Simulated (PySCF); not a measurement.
**Bond length, frequency and bond energy of ZnH by level of theory**

State: ²Σ⁺ (doublet), unpaired electrons σ ↑. Set-up: basis Zn pcseg-1, H pcseg-1; no relativity; PySCF 2.14. De refers to Zn + H in their ground configurations, without counterpoise correction. The functionals are run spin-unrestricted. A positive dipole means Zn(−)H(+).

| Level | Re (Å) | ωe (cm⁻¹) | De (eV) | μ (D) | CPU s a point (SCF and correlation, without the integrals) |
| --- | --- | --- | --- | --- | --- |
| UHF | 1.640 | 1629 | 0.71 | -1.78 | 0.04 |
| UHF-MP2 | 1.596 | 1750 | 0.88 | n/a | 0.069 |
| UHF-SCS-MP2 | 1.602 | 1732 | 0.87 | n/a | n/a |
| UHF-CCSD | 1.616 | 1657 | 0.89 | n/a | n/a |
| UHF-CCSD(T) | 1.615 | 1649 | 0.87 | n/a | 2.1 |
| PBE | 1.648 | 1446 | 0.89 | -1.01 | 0.34 |
| r²SCAN | 1.622 | 1543 | 1.16 | -1.12 | 0.5 |
| B3LYP | 1.650 | 1450 | 0.91 | -1.11 | 0.37 |
| PBE0 | 1.632 | 1538 | 0.96 | -1.18 | 0.49 |
| B97-3 | 1.656 | 1457 | 0.83 | -1.17 | 0.27 |
| M06 | 1.656 | 1412 | 0.64 | -1.02 | 0.51 |
| HSE06 | 1.633 | 1530 | 0.93 | -1.17 | 0.54 |

The bond length runs from 1.596 Å (UHF-MP2) to 1.656 Å (M06). De spans 0.64 eV (M06, hybrid meta-GGA) to 1.16 eV (r²SCAN, meta-GGA). Correlation at CCSD(T) changes the Hartree–Fock bond energy by +0.16 eV; the triples alone change it by -0.02 eV.

Correlated steps freeze 5 core orbitals. Correlated levels converge slowly with the basis: in double zeta they bind strong bonds too weakly, by up to about 1 eV, and carry superposition errors of some tenths. The state was picked by a PBE0 search and need not be the measured ground state.

The whole job (state search and all levels along the bond) took about 1.1 min on 1 thread of Arm Neoverse V2 (shared host), peak memory 0.41 GiB.
